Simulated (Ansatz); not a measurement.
`C[Si](C)(C)[CH2][Ga]([F])[F]`, charge 0, multiplicity 1.

Q: Give a relaxed structure at PBE0-D4/def2-TZVP (Ansatz 0.2.0). (An estimate is asked.)

A: Ansatz gave: 
Z-matrix (Å, degrees):
```
C
Si 1 1.875
H 1 1.093 2 111.6
H 1 1.093 2 110.8 3 119.9
H 1 1.095 2 112.0 3 -121.0
C 2 1.871 1 110.0 3 -63.8
C 2 1.869 1 110.0 3 173.8
C 2 1.889 1 108.4 3 55.5
H 6 1.093 2 111.1 1 178.1
H 6 1.094 2 110.9 1 -62.1
H 6 1.093 2 111.2 1 57.9
H 7 1.093 2 110.9 1 58.6
H 7 1.093 2 111.1 1 178.4
H 7 1.094 2 111.3 1 -61.6
Ga 8 1.927 2 111.0 1 49.3
H 8 1.094 2 109.7 1 168.9
H 8 1.093 2 111.5 1 -70.9
F 15 1.748 8 126.0 2 -113.3
F 15 1.752 8 123.7 2 63.0
```
This is one stationary point; other conformers may exist.
